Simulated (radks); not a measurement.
Task: Ar2+, configuration [Ne] 3s2 3p(up 2.75, down 1.25) (fractional occupations, a model configuration). Method: scalar-relativistic Kohn-Sham, r2SCAN, spin-polarised, spherical densities, finite nucleus; meta-GGA in the generalised Kohn-Sham scheme; Fermi nuclear charge, rms radius 3.4274 fm; computed with a radial shooting solver on a logarithmic mesh with Libxc functionals. Some entries of the table are withheld. Estimate them.

| orbital | occ. | eigenvalue (hartree) | <1/r> (bohr^-1) |
|---|---|---|---|
| 1s up | 1 | -116.3860 | 17.69 |
| 1s down | 1 | -116.3677 | 17.69 |
| 2s up | 1 | -12.23007 | 3.573 |
| 2s down | 1 | -12.22108 | 3.570 |
| 2p up | 3 | (1) | (2) |
| 2p down | 3 | (3) | (4) |
| 3s up | 1 | -1.94030 | (5) |
| 3s down | 1 | -1.84549 | (6) |
| 3p up | 2.75 | -1.35454 | 0.9258 |
| 3p down | 1.25 | -1.26491 | 0.9157 |

Result: 
(1) 2p up eigenvalue (hartree): -9.69006
(2) 2p up <1/r> (bohr^-1): 3.460
(3) 2p down eigenvalue (hartree): -9.67068
(4) 2p down <1/r> (bohr^-1): 3.458
(5) 3s up <1/r> (bohr^-1): 1.038
(6) 3s down <1/r> (bohr^-1): 1.031
